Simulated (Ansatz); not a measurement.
Cost and result for the atomization energy of C2H4F2Si (`F[C@H]1C[Si@@H]1F`) (9 atoms, 9 bonds).

```xyz
9

F    -1.018    1.118    1.432
C    -0.052    0.307    0.896
C    -0.534   -0.794   -0.078
Si    0.621    0.425   -0.811
F     2.154    0.088   -1.079
H     0.608   -0.071    1.676
H    -0.354   -1.827    0.202
H    -1.553   -0.631   -0.430
H     0.127    1.387   -1.810
```

The species carries charge 0 and has multiplicity 1. Geometry: relaxed with PBE0-D4/def2-TZVP. Program: Ansatz. All runs use 2 threads of an Arm Neoverse V1 on a shared host. Times are those of one run each, without the atoms' runs, and a repeat can differ threefold. Electronic energies, without spin–orbit coupling; frozen cores. CCSD(T)/CBS adds CCSD(T) − MP2 in def2-TZVPP to the MP2 limit, and its time is that of the two runs behind it. T1 = 0.012. B3LYP takes the VWN-RPA correlation (the form of Gaussian; ORCA's B3LYP/G). HSE06 is the plane-wave form, built on full-range PBE exchange.

CCSD(T)/CBS is a level of theory with its own doubt, some kJ/mol a heavy atom from the limit and from the frozen cores, so smaller differences don't rank the functionals.

```json
{"level": "revPBE-D4/def2-TZVPP", "functions": "222", "wall time": "2.9 s"}
{"level": "PBE0-D4/def2-TZVPP", "functions": "222", "wall time": "4 s"}
{"level": "HSE06-D4/def2-TZVPP", "functions": "222", "wall time": "4.3 s"}
{"level": "CAM-B3LYP-D4/def2-TZVPP", "functions": "222", "wall time": "4.6 s"}
{"level": "B3LYP-D4/def2-TZVPP (with forces)", "functions": "222", "wall time": "6 s"}
{"level": "CCSD(T)/def2-SVP", "functions": "94", "wall time": "6 s"}
{"level": "r2SCANh-D4/def2-TZVPP", "functions": "222", "wall time": "7 s"}
{"level": "r2SCAN-D4/def2-TZVPP (with forces)", "functions": "222", "wall time": "7.5 s"}
{"level": "B2PLYP/def2-TZVPP", "functions": "222", "wall time": "8 s"}
{"level": "ωB97M-V/def2-TZVPP (with forces)", "functions": "222", "wall time": "15 s"}
{"level": "MP2/def2-QZVPP", "functions": "418", "wall time": "27 s"}
{"level": "CCSD(T)/def2-TZVPP", "functions": "222", "wall time": "2.9 min"}
{"level": "CCSD(T)/CBS(def2)", "functions": "–", "wall time": "3.3 min"}
```

**Question.** What atomization energy does each give, and how far from CCSD(T)/CBS? (Best estimate.)

**Answer.** The calculation gave: 
```json
{"level": "revPBE-D4/def2-TZVPP", "atomization (kJ/mol)": "3430.9", "difference from CCSD(T)/CBS": "-14.6", "per bond": "-1.6"}
{"level": "PBE0-D4/def2-TZVPP", "atomization (kJ/mol)": "3452.8", "difference from CCSD(T)/CBS": "7.3", "per bond": "0.8"}
{"level": "HSE06-D4/def2-TZVPP", "atomization (kJ/mol)": "3455.4", "difference from CCSD(T)/CBS": "9.9", "per bond": "1.1"}
{"level": "CAM-B3LYP-D4/def2-TZVPP", "atomization (kJ/mol)": "3459.8", "difference from CCSD(T)/CBS": "14.3", "per bond": "1.6"}
{"level": "B3LYP-D4/def2-TZVPP (with forces)", "atomization (kJ/mol)": "3430.4", "difference from CCSD(T)/CBS": "-15.1", "per bond": "-1.7"}
{"level": "CCSD(T)/def2-SVP", "atomization (kJ/mol)": "3224.5", "difference from CCSD(T)/CBS": "-221.0", "per bond": "-24.6"}
{"level": "r2SCANh-D4/def2-TZVPP", "atomization (kJ/mol)": "3434.3", "difference from CCSD(T)/CBS": "-11.2", "per bond": "-1.3"}
{"level": "r2SCAN-D4/def2-TZVPP (with forces)", "atomization (kJ/mol)": "3462.5", "difference from CCSD(T)/CBS": "17.0", "per bond": "1.9"}
{"level": "B2PLYP/def2-TZVPP", "atomization (kJ/mol)": "3405.0", "difference from CCSD(T)/CBS": "-40.5", "per bond": "-4.5"}
{"level": "ωB97M-V/def2-TZVPP (with forces)", "atomization (kJ/mol)": "3457.5", "difference from CCSD(T)/CBS": "12.0", "per bond": "1.3"}
{"level": "MP2/def2-QZVPP", "atomization (kJ/mol)": "3497.6", "difference from CCSD(T)/CBS": "52.1", "per bond": "5.8"}
{"level": "CCSD(T)/def2-TZVPP", "atomization (kJ/mol)": "3348.5", "difference from CCSD(T)/CBS": "-97.0", "per bond": "-10.8"}
{"level": "CCSD(T)/CBS(def2)", "atomization (kJ/mol)": "3445.5", "difference from CCSD(T)/CBS": "0.0", "per bond": "0.0"}
```

In def2-TZVPP, CCSD(T) changes the Hartree–Fock value by +859.1 kJ/mol (the triples alone add +55.7 kJ/mol) and MP2 by +949.9 kJ/mol; breaking electron pairs costs correlation energy, which Hartree–Fock lacks. From r2SCAN to r2SCAN0 (25 % exact exchange), in def2-TZVPP and without D4, the atomization energy moves by −69.1 kJ/mol: exact exchange takes away binding that semilocal exchange gives to molecules. The D4 term adds +25.7 kJ/mol with B3LYP and +13.2 kJ/mol with PBE0; it sums over pairs of atoms, weighted by their polarisabilities, and B3LYP, whose exchange is more repulsive, gets the larger term.
